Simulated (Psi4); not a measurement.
C7H14O2, singlet, at a GFN2-xTB geometry; PBE/STO-3G (Psi4).

Input for Psi4:
```
memory 2 GB

molecule {
0 1
  C    -2.32306507    1.07032538    0.64251596
  C    -1.87487723   -0.27296795    0.07669076
  C    -2.81350309   -0.78506212   -1.00575308
  O    -0.57422581   -0.13343070   -0.52158094
  C     0.48931414   -0.22974627    0.27670932
  O     0.43289500   -0.45388328    1.45763924
  C     1.76985051    0.01407387   -0.50313694
  C     2.87628061   -0.90593006    0.00222098
  C     2.14539462    1.48688387   -0.31345545
  H    -3.31061176    0.97419666    1.08448448
  H    -1.62655243    1.40050323    1.40949361
  H    -2.35760894    1.81534470   -0.14937216
  H    -1.79014912   -1.00256083    0.89268149
  H    -3.80626094   -0.93500579   -0.59153717
  H    -2.87058422   -0.06382614   -1.81697333
  H    -2.45012757   -1.72851051   -1.40457970
  H     1.56453539   -0.17302662   -1.56062558
  H     2.63195870   -1.94634598   -0.19889738
  H     2.99242536   -0.78273467    1.07611169
  H     3.81783932   -0.66743740   -0.48622495
  H     1.35374000    2.13485750   -0.68313021
  H     3.06050425    1.71109865   -0.85653732
  H     2.30517143    1.69649887    0.74189102
}

set basis sto-3g
set level_shift 1.0

energy('pbe')
print_variables()
```

Question: Write the output that Psi4 gives for this input, abridged.

Answer: 
```
   => Loading Basis Set <=

    Name: STO-3G
    Role: ORBITAL
    Keyword: BASIS

         ---------------------------------------------------------
                                   SCF
               by Justin Turney, Rob Parrish, Andy Simmonett
                          and Daniel G. A. Smith
                              RKS Reference
         ---------------------------------------------------------

  ==> Geometry <==

    Molecular point group: c1
    Full point group: C1

    Geometry (in Angstrom), charge = 0, multiplicity = 1:

       Center              X                  Y                   Z               Mass
    ------------   -----------------  -----------------  -----------------  -----------------
         C           -2.326774836590     1.088857566341     0.623157259443    12.000000000000
         C           -1.878586996590    -0.254435763659     0.057332059443    12.000000000000
         C           -2.817212856590    -0.766529933659    -1.025111780557    12.000000000000
         O           -0.577935576590    -0.114898513659    -0.540939640557    15.994914619570
         C            0.485604373410    -0.211214083659     0.257350619443    12.000000000000
         O            0.429185233410    -0.435351093659     1.438280539443    15.994914619570
         C            1.766140743410     0.032606056341    -0.522495640557    12.000000000000
         C            2.872570843410    -0.887397873659    -0.017137720557    12.000000000000
         C            2.141684853410     1.505416056341    -0.332814150557    12.000000000000
         H           -3.314321526590     0.992728846341     1.065125779443     1.007825032230
         H           -1.630262196590     1.419035416341     1.390134909443     1.007825032230
         H           -2.361318706590     1.833876886341    -0.168730860557     1.007825032230
         H           -1.793858886590    -0.984028643659     0.873322789443     1.007825032230
         H           -3.809970706590    -0.916473603659    -0.610895870557     1.007825032230
         H           -2.874293986590    -0.045293953659    -1.836332030557     1.007825032230
         H           -2.453837336590    -1.709978323659    -1.423938400557     1.007825032230
         H            1.560825623410    -0.154494433659    -1.579984280557     1.007825032230
         H            2.628248933410    -1.927813793659    -0.218256080557     1.007825032230
         H            2.988715593410    -0.764202483659     1.056752989443     1.007825032230
         H            3.814129553410    -0.648905213659    -0.505583650557     1.007825032230
         H            1.350030233410     2.153389686341    -0.702488910557     1.007825032230
         H            3.056794483410     1.729630836341    -0.875896020557     1.007825032230
         H            2.301461663410     1.715031056341     0.722532319443     1.007825032230

  Running in c1 symmetry.

  Rotational constants: A =      0.10248  B =      0.02901  C =      0.02821 [cm^-1]
  Rotational constants: A =   3072.29652  B =    869.77472  C =    845.83360 [MHz]
  Nuclear repulsion =  487.400086511627421

  Charge       = 0
  Multiplicity = 1
  Electrons    = 72
  Nalpha       = 36
  Nbeta        = 36

  ==> Algorithm <==

  SCF Algorithm Type is DF.
  DIIS enabled.
  MOM disabled.
  Fractional occupation disabled.
  Guess Type is SAD.
  Energy threshold   = 1.00e-06
  Density threshold  = 1.00e-06
  Integral threshold = 1.00e-12

  ==> Primary Basis <==

  Basis Set: STO-3G
    Blend: STO-3G
    Number of shells: 41
    Number of basis functions: 59
    Number of Cartesian functions: 59
    Spherical Harmonics?: true
    Max angular momentum: 1

  ==> DFT Potential <==

   => LibXC <=

    Version 7.1.2
    S. Lehtola, C. Steigemann, M. J. T. Oliveira, and M. A. L. Marques,  SoftwareX 7, 1–5 (2018) (10.1016/j.softx.2017.11.002)

   => Composite Functional: PBE <=

    PBE GGA Exchange-Correlation Functional

    J.P. Perdew et. al., Phys. Rev. Lett., 77(18), 3865-3868, 1996

    Deriv               =              1
    GGA                 =           TRUE
    Meta                =          FALSE

    Exchange Hybrid     =          FALSE
    MP2 Hybrid          =          FALSE

   => Exchange Functionals <=

    1.0000     XC_GGA_X_PBE

   => Correlation Functionals <=

    1.0000     XC_GGA_C_PBE

   => LibXC Density Thresholds  <==

    XC_GGA_C_PBE:  1.00E-12
    XC_GGA_X_PBE:  1.00E-15

   => Molecular Quadrature <=

    Radial Scheme          =       TREUTLER
    Pruning Scheme         =           NONE
    Nuclear Scheme         =       TREUTLER

    Blocking Scheme        =         OCTREE
    BS radius alpha        =              1
    Pruning alpha          =              1
    Radial Points          =             75
    Spherical Points       =            302
    Total Points           =         480471
    Total Blocks           =           3514
    Max Points             =            256
    Max Functions          =             55
    Weights Tolerance      =       1.00E-15

   => Loading Basis Set <=

    Name: (STO-3G AUX)
    Role: JKFIT
    Keyword: DF_BASIS_SCF

  ==> Integral Setup <==

  SCF_SUBTYPE=INCORE selected. In-core MEM_DF algorithm will be used.
  Using in-core AOs.

  ==> MemDFJK: Density-Fitted J/K Matrices <==

    J tasked:                   Yes
    K tasked:                    No
    wK tasked:                   No
    Algorithm:                 Core
    Schwarz Cutoff:           1E-12
    Mask sparsity (%):       1.7236
    Fitting Condition:        1E-10

   => Auxiliary Basis Set <=

  Basis Set: (STO-3G AUX)
    Blend: DEF2-UNIVERSAL-JKFIT
    Number of shells: 309
    Number of basis functions: 931
    Number of Cartesian functions: 1089
    Spherical Harmonics?: true
    Max angular momentum: 4

  Minimum eigenvalue in the overlap matrix is 1.9961242401E-01.
  Reciprocal condition number of the overlap matrix is 7.7923624760E-02.
    Using symmetric orthogonalization.

  ==> Pre-Iterations <==

  SCF Guess: Superposition of Atomic Densities via on-the-fly atomic UHF (no occupation information).

   -------------------------
    Irrep   Nso     Nmo
   -------------------------
     A         59      59
   -------------------------
    Total      59      59
   -------------------------

  ==> Iterations <==

                           Total Energy        Delta E     RMS |[F,P]|

   @DF-RKS iter SAD:  -415.73036929613647   -4.15730e+02   0.00000e+00
   @DF-RKS iter   1:  -419.62188685922655   -3.89152e+00   6.77685e-03 DIIS/ADIIS
   @DF-RKS iter   2:  -418.87075650420746    7.51130e-01   2.16274e-02 DIIS/ADIIS/SHIFT
   @DF-RKS iter   3:  -419.26882650377365   -3.98070e-01   1.55179e-02 DIIS/ADIIS/SHIFT
   @DF-RKS iter   4:  -419.48306725077350   -2.14241e-01   1.10383e-02 DIIS/ADIIS/SHIFT
   @DF-RKS iter   5:  -419.60494748903113   -1.21880e-01   7.47255e-03 DIIS/ADIIS
   @DF-RKS iter   6:  -419.70604079939977   -1.01093e-01   2.65120e-03 DIIS/ADIIS
   @DF-RKS iter   7:  -419.71956389157918   -1.35231e-02   7.90673e-04 DIIS/ADIIS
   @DF-RKS iter   8:  -419.72083199927141   -1.26811e-03   1.51234e-04 DIIS/ADIIS
   @DF-RKS iter   9:  -419.72087794051220   -4.59412e-05   1.86176e-05 DIIS
   @DF-RKS iter  10:  -419.72087862922348   -6.88711e-07   3.72039e-06 DIIS
   @DF-RKS iter  11:  -419.72087865815035   -2.89269e-08   1.01327e-06 DIIS
   @DF-RKS iter  12:  -419.72087866020553   -2.05517e-09   1.93041e-07 DIIS
  Energy and wave function converged.

  ==> Post-Iterations <==

   Electrons on quadrature grid:
      Ntotal   =   72.0000167635 ; deviation = 1.676e-05

    Orbital Energies [Eh]
    ---------------------

    Doubly Occupied:

[...]
    Virtual:

[...]
    Final Occupation by Irrep:
              A
    DOCC [    36 ]
    NA   [    36 ]
    NB   [    36 ]

  @DF-RKS Final Energy:  -419.72087866020553

   => Energetics <=

    Nuclear Repulsion Energy =            487.4000865116274213
    One-Electron Energy =               -1539.4086935896664272
    Two-Electron Energy =                 692.3054324189005229
    DFT Exchange-Correlation Energy =     -60.0177040010671163
    Empirical Dispersion Energy =           0.0000000000000000
    VV10 Nonlocal Energy =                  0.0000000000000000
    Total Energy =                       -419.7208786602055284

Computation Completed

Properties will be evaluated at   0.000000,   0.000000,   0.000000 [a0]

Properties computed using the SCF density matrix

 Multipole Moments:

 ------------------------------------------------------------------------------------
     Multipole            Electronic (a.u.)      Nuclear  (a.u.)        Total (a.u.)
 ------------------------------------------------------------------------------------

 L = 1.  Multiply by 2.5417464519 to convert [e a0] to [Debye]
 Dipole X            :          0.1284845           -0.5047520           -0.3762676
 Dipole Y            :         -2.4113458            2.5214948            0.1101489
 Dipole Z            :          2.2431393           -2.6339499           -0.3908106
 Magnitude           :                                                    0.5535729

 ------------------------------------------------------------------------------------

  Variable Map:
  ----------------------------------------------------------------------------
[...]
  Array Variable Map:
  ----------------------------------------------------------------------------
[...]
[...]
```
